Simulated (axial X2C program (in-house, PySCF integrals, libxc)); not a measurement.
## InN: bond constants with and without spin–orbit coupling

Computed with an in-house relativistic program for diatomic molecules. Spin-free means the one-electron spin-free X2C Hamiltonian; two-component (2c) means X2C with spin–orbit coupling and atomic mean-field two-electron Coulomb and Gaunt terms, so the difference of the two also holds small scalar two-electron terms. Basis: In dyall-cv3z [11s12p9d4f1g], N dyall-av3z [7s7p3d2f] (cores contracted in-house); Gaussian nuclei, density fitting, unrestricted open shells. Masses: In 114.904 u, N 14.003 u.

The run was started with this input:
```json
{"zs": [49, 7], "q": 0, "bas": ["dyall-cv3z", "dyall-av3z"], "levels": ["PBE0", "HF", "PBE50"], "cc": true, "r0": 1.96, "thr": -1.0, "nmax": 90, "npts": 10, "nst": 2, "ntry": 6}
```
```bash
python so2c.py task.json out
```

Keys: zs atomic numbers; q charge; bas basis sets; levels methods; cc coupled cluster on or off; r0 starting distance in Å; thr threshold in hartree for freezing inner shells (an s shell follows its p shell); nmax most natural virtual spinors; npts points on the curve; nst determinants followed; ntry starts of the search. HF also brings MP2.

State, spin-free: M_S = 1, Λ = 0 (beyond evenly filled blocks: π+α, π-α); electrons by block: σα: 13, σβ: 13, π+α: 6, π+β: 5, π-α: 6, π-β: 5, δ+α: 2, δ+β: 2, δ-α: 2, δ-β: 2. Fragments: In + N.

State, 2c: Ω = 1 (⟨Sz⟩ = 1.00, ⟨Lz⟩ = 0.00 at PBE0); electrons by block: 1/2: 18, -1/2: 19, 3/2: 8, -3/2: 7, 5/2: 2, -5/2: 2. Fragments: In + N.

```
Hamiltonian    level  Re (Å)  ωe (cm⁻¹)  ωexe (cm⁻¹)  De (eV)  D0 (eV)  μ (D)
  spin-free     PBE0   2.210      445.5         2.61     1.91     1.89  -2.52
  spin-free       HF   2.205      450.0         5.92    0.254    0.227  -2.55
  spin-free     CCSD   2.229      442.3         2.18     1.55     1.52    n/a
  spin-free  CCSD(T)   2.236      438.0         1.76     1.65     1.63    n/a
  spin-free    PBE50   2.182      471.5         2.71     1.65     1.63  -2.46
         2c     PBE0   2.210      444.9         2.62      n/a      n/a  -2.51
         2c    PBE50   2.181      470.9         2.73      n/a      n/a  -2.45
```

Correlated methods: 8 electrons correlated (number of frozen shells: In 4 s, 3 p, 2 d; N 1 s), 260 virtual spin orbitals or spinors in MP2, 90 natural virtuals in coupled cluster.

Dipoles are positive if N is the positive end.

One determinant describes the state; a PBE0 search over occupations chose it and may have missed a lower one. Dissociation energies refer to the lowest single-determinant-based atoms at the same level and basis. De is not given where an atomic determinant may have missed its ground term or J level, or where the truncated virtual space spoils (T). Density functionals use the spin component along the axis (collinear). CCSD and (T) use frozen natural virtuals with an MP2 correction for the truncation; (T) itself is uncorrected, so its De runs slightly low. Other states lie close and PBE0, whose exact exchange favours high spin, may order them wrongly; the determinant shown need not be the ground state. The nearest other spin-free determinant of the search, M_S = 1, Λ = 1, lies 0.46 eV up at the distance of the search. Without a current term, density functionals place determinants with orbital angular momentum somewhat too high. With several unpaired electrons one determinant need not be a pure state. Open-shell Ω = 0 determinants with evenly filled partner blocks cannot be reached by this program, so the Ω shown need not be the lowest component. This is the Ω = 1 component of a π² triplet; the 0⁺ component is not one determinant and can lie lowest. The determinant is spin-polarised beyond a pure state at some levels (its spin-free form has ⟨S²⟩ too high), which makes Re and μ there less reliable. The stretched end of a curve changes character and is left out. With the outer-core shells frozen, correlated bond lengths of heavy atoms tend to come out a few hundredths of an ångström too long.

No reliable constants came from CCSD (2c), CCSD(T) (2c), HF (2c), MP2 (2c), MP2 (spin-free): no minimum in range, unconverged points, a curve that is not smooth, a change of character along it, or the two Hamiltonians disagreeing along it.

Rough cost a point (2c) on 1 thread(s) of a shared host, integrals apart: PBE0 1.7 s, PBE50 1.8 s.

The whole task took 4.1 min on 1 thread of Arm Neoverse V1 (shared host).
